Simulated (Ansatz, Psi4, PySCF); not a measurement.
Complex: HF (SMILES F) (first 2 atoms) with CH3Br (SMILES CBr); geometry from B3LYP-D3(BJ)/def2-TZVP, rigid monomers moved along the line of their centres of mass till H2···Br4 is 3.30 Å.
(charge 0, multiplicity 1):
```xyz
7

F     -0.03944    -0.14847     0.64158
H     -0.06252    -0.64869     1.43194
C     -0.29555     0.91273     4.77127
Br    -0.21733    -1.05096     4.70548
H     -1.23400     1.17876     5.24350
H     -0.24578     1.26592     3.74772
H      0.55514     1.24629     5.35397
```

Counterpoise-corrected where a basis set is named; no monomer relaxation. Rows marked so take none.

Frozen-core correlation. Filled d and f shells under p-block atoms count as core. CBS(a, b) extrapolates the correlation energy as X⁻³ and adds the Hartree–Fock energy of set b. Rows in 6-31G* carry no dispersion term and start afresh at each structure (6-31G* with six Cartesian d functions); the Pople sets are all-electron and without relativity.

Programs: Ansatz (an electronic-structure program); Psi4 for SAPT; PySCF for 6-31G* rows. Each number belongs to the level named beside it.

Problem. Give the interaction energy at the level BP86/6-31G* (no counterpoise).

Solution. -1.9 kcal/mol
